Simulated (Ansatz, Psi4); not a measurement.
Input for Psi4:
```
memory 2 GB

molecule {
1 2
Mg    0.00000000    0.00000000    0.00000000
Cl   -0.00000000   -0.00000000   -2.17107165
Cl    0.00000000    0.00000000    2.17107165
}

set {
  basis def2-svp
  reference uks
  scf_type pk
  puream true
  d_convergence 1e-8
  dft_radial_points 99
  dft_spherical_points 590
}

energy('b3lyp')
print_variables()
```

### Question
Give the equivalent Ansatz (an electronic-structure program) input.

### Answer
One answer among several that fit: 
Ansatz 0.2 input:
```yaml
crystal:
  periodic: [false, false, false]
  atoms:
    - {symbol: Mg, position_ang: [0.00000000, 0.00000000, 0.00000000]}
    - {symbol: Cl, position_ang: [-0.00000000, -0.00000000, -2.17107165]}
    - {symbol: Cl, position_ang: [0.00000000, 0.00000000, 2.17107165]}
basis:
  gaussian:
    orbitals: def2-SVP
hamiltonian:
  xc: b3lyp
total_charge: 1
magnetization: {spin_polarized: true, initial_magnetization: 1}
accuracy: high
```

Both were run: Psi4 gave -1119.915503 Eh and Ansatz -1119.915503 Eh, 0.000 mEh apart.
